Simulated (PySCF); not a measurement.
Isomers of CH4OSi. Gas-phase values, no solvent. One relaxed conformer stands for each flexible species; it need not be the lowest. Strings in code marks are SMILES.

The dipole moment from two functionals at the same geometries (B3LYP-D3(BJ)/def2-TZVP), both in PySCF: PBE-D3(BJ)/def2-TZVP and B3LYP-D3(BJ)/def2-TZVP. B3LYP has the VWN-RPA correlation part, as in Gaussian. 

| species | PBE-D3(BJ)/def2-TZVP (D) | B3LYP-D3(BJ)/def2-TZVP (D) |
|---|---|---|
| `C1O[SiH2]1` | 1.65 | 1.89 |
| `C[SiH]=O` | 4.16 | 4.39 |
| `O=C[SiH3]` | 1.99 | 2.20 |

Over these rows, drawn at random from the members with no instability flagged (it was tested for open shells, ions and some series alone), PBE minus B3LYP-D3(BJ): mean -0.23 D, from -0.24 D to -0.22 D.
